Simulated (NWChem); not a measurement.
System: C$_{4}$H$_{3}$FOS; SMILES Fc1occc1S

```xyz
10

F      1.9790     0.4954     0.0050
C      0.6828     0.5924     0.0031
O      0.1990     1.8266     0.0179
C     -1.1614     1.7145     0.0157
C     -1.5218     0.4063     0.0046
C     -0.2990    -0.3554    -0.0109
S     -0.0723    -2.0954     0.0603
H     -1.7122     2.6503     0.0272
H     -2.5313     0.0017     0.0081
H     -0.2073    -2.3447    -1.2632
```
Atoms are numbered in this order, from 1.

Program: NWChem. Geometry: optimised at PBE0/def2-SVP.

Order these by “dipole (D)”, lowest first: PBE/def2-SVP; Hartree-Fock/def2-SVP; BLYP/def2-SVP; PBE0/def2-SVP; B3LYP/def2-SVP.

BLYP/def2-SVP (1.69), PBE/def2-SVP (1.77), B3LYP/def2-SVP (1.89), PBE0/def2-SVP (1.98), Hartree-Fock/def2-SVP (2.34)
